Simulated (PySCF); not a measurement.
Simulated Si 2p region for `[GeH3][SiH2][SiH2]Br`, binding energy against the vacuum level.

Every computed line was given a Gaussian of 0.8 eV full width at half maximum and an area set by the number of equivalent atoms (split 2:1 within a doublet); the highest printed point is 100. Theory: delta-SCF UKS SCAN, pcX-2 on the ionised atom, pcseg-1 elsewhere, spin-free X2C in PySCF 2.14.0.

```csv
binding energy (eV),intensity
105.3,0
105.4,0
105.5,1
105.6,2
105.7,5
105.8,9
105.9,16
106.0,25
106.1,37
106.2,49
106.3,61
106.4,70
106.5,75
106.6,78
106.7,80
106.8,81
106.9,85
107.0,90
107.1,96
107.2,100
107.3,100
107.4,96
107.5,88
107.6,79
107.7,69
107.8,60
107.9,52
108.0,44
108.1,37
108.2,30
108.3,22
108.4,16
108.5,10
108.6,6
108.7,3
108.8,2
108.9,1
109.0,0
109.1,0
```

Q: Count the maxima, the lines and the sites behind this envelope.

A: The curve has 1 maximum (at 107.3 eV). Under it lie 4 lines from 2 inequivalent silicon sites, each drawn as a 2p3/2, 2p1/2 pair. At this width some lines have no maximum of their own.

Q: Decompose the envelope and assign each component. Numbering: `[GeH3:1][SiH2:2][SiH2:3][Br:4]`.

A: 
```csv
position (eV),relative area,line,atoms,environment
106.47,0.67,Si 2p3/2,Si2,SiH2 silicon
107.09,0.33,Si 2p1/2,Si2,SiH2 silicon
107.35,0.67,Si 2p3/2,Si3,SiH2 silicon
107.98,0.33,Si 2p1/2,Si3,SiH2 silicon
```

Lowest listed Si 2p3/2: Si2, bonded to 2 H, Ge and Si. Highest, 0.88 eV above it: Si3, bonded to Br, 2 H and Si. Summing the Pauling electronegativity differences to the bonded atoms, each weighted by its formal bond order, gives +0.71 for the lowest site and +1.66 for the highest.

Shake-up satellites, vibrational structure and lifetime widths aren't simulated. Spin–orbit and ligand-field terms were added within each 2p shell after the spin-free SCF. 2p1/2 minus 2p3/2 (ligand field included): Si 0.62 eV. One conformer (not necessarily the lowest) at the PBE0-D3(BJ)/def2-SVP geometry, without solvent, vibrations or thermal averaging.

On Arm Neoverse N1, one thread, no GPU, shared host, this took 37 s of wall time and 0.78 GiB of memory at its peak.

Shape of the structure used: `[GeH3:1][SiH2:2][SiH2:3][Br:4]`: Ge1–Si2–Si3–Br4 179°.
